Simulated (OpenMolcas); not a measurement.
Os4+: moving or changing the point charges

Os4+ among 2 point charges of -1.5 e arranged as a linear pair (D∞h), 2.02 Å from the ion.
```
   0.0000    0.0000    2.0200  -1.50
   0.0000    0.0000   -2.0200  -1.50
```

- Program: OpenMolcas
- Method: SS-CASPT2, IPEA 0.25 Eh, imaginary shift 0.1 Eh (closed shells correlated: 5s 5p)
- Basis: ANO-RCC-VTZP [8s7p5d3f2g1h]
- Scalar Hamiltonian: DKH2, point nucleus
- Active space: 4 electrons in 5 orbitals (5d)
- State averaging: 2S+1 = 5 even, 5 roots; 2S+1 = 3 even, 45 roots; 2S+1 = 1 even, 50 roots
- Spin-orbit coupling: state interaction with AMFI integrals over the reference wave functions

Runs around this geometry, states (labels by Λ). Energies in cm-1 above the lowest state or level, χT in cm3 K/mol.

```json
{"R (Å)": "2.02", "q (e)": "-0.75", "Ground state": "5Σ", "First state of that spin": "5Π 3450", "First gap with spin-orbit (degeneracies)": "2930 (1, 2)", "χT at 300 K": "0.099", "First state of another spin": "3Γ 17110"}
{"R (Å)": "1.89", "q (e)": "-1.5", "Ground state": "5Σ", "First state of that spin": "5Π 5880", "First gap with spin-orbit (degeneracies)": "2060 (1, 2)", "χT at 300 K": "0.205", "First state of another spin": "3Φ 13620"}
{"R (Å)": "2.02", "q (e)": "-1.5", "Ground state": "5Σ", "First state of that spin": "5Π 5050", "First gap with spin-orbit (degeneracies)": "2270 (1, 2)", "χT at 300 K": "0.167", "First state of another spin": "3Φ 14840"}
{"R (Å)": "2.25", "q (e)": "-1.5", "Ground state": "5Σ", "First state of that spin": "5Π 3800", "First gap with spin-orbit (degeneracies)": "2610 (1, 2)", "χT at 300 K": "0.124", "First state of another spin": "3Φ 16130"}
```

Taking the first state of the same spin as R^-n, n = -ln(3800 / 5880) / ln(2.25 / 1.89) = 2.5 between the shortest and longest distance.

Scaling the charges by -0.75 / -1.5 = 0.50 scales the first state of the same spin by 3450 / 5050 = 0.68; with fixed orbitals a first-order splitting would follow the charge.

Roots that are degenerate in the reference are averaged as groups; the widest CASPT2 spread within a group is 56 cm-1 (the 2-fold group of multiplicity 1 near 29600 cm-1 above the lowest state of its run, R = 2.02, q = -0.75). Shifts and gaps below about the spread of the groups concerned are not significant. Point charges give a weaker field than real ligands, and real ions of this kind are as a rule low spin; the high spin found here belongs to the model. Free-ion shares, where given, are those of the reference states; single-state CASPT2 does not remix them. Spin-orbit coupling mixes the spin-free states strongly: the lowest level takes only 32 % from its leading state, 5Σ (figures for R = 2.02, q = -0.75; the like holds for R = 1.89, q = -1.5, R = 2.02, q = -1.5, R = 2.25, q = -1.5). This shell can be high or low spin here, a state of another spin lies low, and with metal d orbitals alone active their balance is uncertain, so the ground spin may be wrong (holds for R = 1.89, q = -1.5; R = 2.02, q = -1.5). Point charges carry no covalency, so the field is a model and not that of real ligands. No measured value stands beside these numbers.
